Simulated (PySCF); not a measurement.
Spectrum to structure. The calculation used TDDFT PBE0/def2-SVPD, vertical, gas phase, core orbitals frozen in the response in PySCF 2.14.0, density-fitted response routines. Geometries: GFN2-xTB, one conformer each.

```csv
state,E (eV),f,"main configurations (H = HOMO, L = LUMO)"
S1,5.31,0.023,H→L (98%)
S2,5.97,0.014,H→L+1 (98%)
S3,6.41,0.025,H→L+2 (97%)
S4,7.00,0.0089,"H→L+3 (44%), H-2→L (16%), H→L+4 (14%)"
S5,7.02,0.0061,"H-2→L (63%), H→L+3 (10%)"
S6,7.15,0.010,"H→L+6 (49%), H→L+4 (44%)"
S7,7.23,0.012,"H→L+5 (42%), H→L+4 (29%), H→L+6 (21%)"
S8,7.27,0.072,"H→L+5 (38%), H→L+3 (37%), H→L+6 (16%)"
```

Question: Which structure fits? All have the formula C2H8N2Si2.
A. `C=C[SiH]1N[SiH2]N1`
B. `N#C[SiH2]NC[SiH3]`
C. `N#C[C@H]([SiH3])[SiH2]N`
D. `C#C[Si@H](N)N[SiH3]`

Answer: B. Its S1 lies at 5.31 eV; the nearest of the others has S1 at 4.79 eV. S1 is HOMO→LUMO (98%). Löwdin shares by element: HOMO nitrogen 52% or more, carbon 16% or more, silicon 14% (atoms not listed hold the other 18%); LUMO silicon 26% or more, nitrogen 25%, carbon 20% or more (atoms not listed hold the other 29%). At the same level the other candidates give, for their lowest levels:
- `C=C[SiH]1N[SiH2]N1`: 4.79 eV (f 0.021); 5.08 eV (f 0.001); 5.92 eV (f 0.004); 6.18 eV (f 0.000); 6.42 eV (f 0.003); T1 4.09 eV; HOMO -6.87, LUMO -0.87 eV
- `C#C[Si@H](N)N[SiH3]`: 5.91 eV (f 0.006); 6.07 eV (f 0.002); 6.19 eV (f 0.031); 6.30 eV (f 0.005); 6.36 eV (f 0.011); T1 4.94 eV; HOMO -7.45, LUMO -0.27 eV
- `N#C[C@H]([SiH3])[SiH2]N`: 6.40 eV (f 0.011); 6.77 eV (f 0.013); 6.96 eV (f 0.001); 7.27 eV (f 0.011); 7.32 eV (f 0.011); T1 6.03 eV; HOMO -7.82, LUMO -0.02 eV

The values belong to the conformer `[N:1]#[C:2][SiH2:3][NH:4][CH2:5][SiH3:6]`: C2–Si3–N4–C5 66°, Si3–N4–C5–Si6 149°.
Triplets come from the Tamm–Dancoff approximation.
